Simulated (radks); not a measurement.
Task: Ag3+, 44 electrons, occupied as [Kr] 4d7 5p1 (not the ground configuration). Method: scalar-relativistic Kohn-Sham, SCAN, spin-polarised, spherical densities, finite nucleus; open shells are filled with parallel spins first (spin-orbit coupling, left out, can overturn this in heavy ions); meta-GGA in the generalised Kohn-Sham scheme; Fermi nuclear charge, rms radius 4.5454 fm; computed with a radial shooting solver on a logarithmic mesh with Libxc functionals. Some entries of the table are withheld. Estimate them.

orbital  occ.  eigenvalue (eV)  r(max) (bohr)  <1/r> (bohr^-1)
1s up       1        -25426.33        0.02016            49.43
1s down     1        -25426.27        0.02016            49.43
2s up       1        -3799.925         0.1138            11.25
2s down     1        -3799.192         0.1138            11.25
2p up       3        -3409.749        0.09119            10.85
2p down     3        -3409.133        0.09118            10.85
3s up       1        -741.4330         0.3319            3.959
3s down     1        -741.1066         0.3321            3.957
3p up       3        -612.1670         0.3254            3.764
3p down     3        -611.7377         0.3256            3.763
3d up       5        -409.4271            (1)            3.531
3d down     5        -408.6742            (2)            3.531
4s up       1        -145.0842         0.8224            1.519
4s down     1        -141.6045         0.8203            1.523
4p up       3        -106.9272         0.8727            1.379
4p down     3        -103.3609         0.8704            1.383
4d up       5         -51.1985         0.9966            1.095
4d down     2         -47.5853         0.9946            1.095
5p up       1         -26.5724          2.365           0.4896

Result: 
(1) 3d up r(max) (bohr): 0.2742
(2) 3d down r(max) (bohr): 0.2744
